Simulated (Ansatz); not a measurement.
Reaction (formal exchange of groups at a B–F bond): `NB(F)[SiH3]` + CH₄ → `CB(N)[SiH3]` + H–F

Gas-phase electronic energies from Ansatz, PBE0-D4/def2-TZVP geometries. CCSD(T)/CBS adds triple-zeta CCSD(T) − MP2 to the extrapolated MP2 energy (def2 sets, frozen cores). This one scheme is used for every species. DFT in def2-TZVPP. B3LYP here is the variant with VWN-RPA as its local correlation; programs differ in this. HSE06 is defined as in plane-wave codes. One conformer a species, not always the lowest.

`NB(F)[SiH3]`:

Z-matrix (Å, degrees):
```
Si
B 1 2.031
H 1 1.489 2 111.2
H 1 1.491 2 110.7 3 120.0
H 1 1.489 2 111.1 3 -120.0
F 2 1.343 1 119.6 3 59.0
N 2 1.391 1 122.7 3 -121.1
H 7 1.008 2 122.6 1 -179.9
H 7 1.004 2 122.9 1 0.1
```

CH₄:

```xyz
5

C     0.000    0.000    0.000
H     0.138    0.550   -0.930
H     0.721    0.349    0.739
H     0.152   -1.064   -0.181
H    -1.011    0.164    0.373
```

`CB(N)[SiH3]`:

```xyz
12

C     0.274    1.056   -1.205
B    -0.286    0.137   -0.059
N    -1.632    0.190    0.292
Si    0.913   -1.153    0.948
H     0.730    0.454   -1.998
H    -0.484    1.699   -1.664
H     1.077    1.700   -0.828
H    -2.044   -0.374    1.016
H    -2.290    0.804   -0.163
H     2.036   -0.444    1.630
H     1.535   -2.155    0.033
H     0.171   -1.915    1.998
```

H–F:

Z-matrix (Å, degrees):
```
F
H 1 0.920
```

```csv
level,ΔE (kcal/mol),difference from CCSD(T)/CBS
LDA (SPW92),31.2,0.4
PBE-D4,31.1,0.3
BLYP-D4,33.5,2.7
r2SCAN-D4,33.6,2.8
B97M-V,34.3,3.5
PBE0-D4,31.1,0.3
B3LYP-D4,33.6,2.8
r2SCAN0-D4,33.0,2.2
HSE06-D4,31.1,0.3
BHLYP-D4,34.5,3.7
CAM-B3LYP-D4,34.6,3.8
ωB97X-V,33.1,2.3
ωB97M-V,32.9,2.1
B2PLYP,34.2,3.4
PBE,32.1,1.3
revPBE,32.5,1.7
r2SCAN,33.9,3.1
PBE0,32.0,1.2
B3LYP,35.3,4.5
r2SCANh,33.7,2.9
r2SCAN0,33.4,2.6
HSE06,32.0,1.2
BHLYP,35.9,5.1
CAM-B3LYP,35.6,4.8
LC-ωPBE,32.8,2.0
RPA@PBE/def2-TZVPP,31.9,1.1
HF/def2-SVP,39.3,8.5
MP2/def2-SVP,35.4,4.6
CCSD/def2-SVP,35.9,5.1
CCSD(T)/def2-SVP,35.6,4.8
HF/def2-TZVPP,37.9,7.1
MP2/def2-TZVPP,31.1,0.3
SCS-MP2/def2-TZVPP,32.5,1.7
CCSD/def2-TZVPP,32.4,1.6
HF/def2-QZVPP,37.9,7.1
MP2/def2-QZVPP,30.5,-0.3
SCS-MP2/def2-QZVPP,32.0,1.2
HF/CBS(def2),37.9,7.1
MP2/CBS(def2),30.1,-0.7
CCSD/CBS(def2),31.4,0.6
CCSD(T)/CBS,30.8,0
```

Question: What do rigid-rotor, harmonic-oscillator terms from PBE0-D4/def2-TZVP frequencies (298.15 K, 1 bar) make of the CCSD(T)/CBS value? (Best estimate.)

Answer: The calculation gave: ΔZPE = -0.7 kcal/mol, ΔH = +30.5 kcal/mol, ΔS = 5 J/(mol·K), ΔG = +30.1 kcal/mol.

Largest T1 diagnostic among the species: 0.013.

Leaving LDA and LC-ωPBE aside and taking each functional with its dispersion term where it has one, the values, not all of them listed here, spread over 4.6 kcal/mol, from revPBE-D4 to CAM-B3LYP-D4. LDA lies −0.9 kcal/mol from PBE without D4. The D4 term adds −1.7 kcal/mol with B3LYP and −1.0 kcal/mol with PBE0; it sums over pairs of atoms, weighted by their polarisabilities, and B3LYP, whose exchange is more repulsive, gets the larger term.
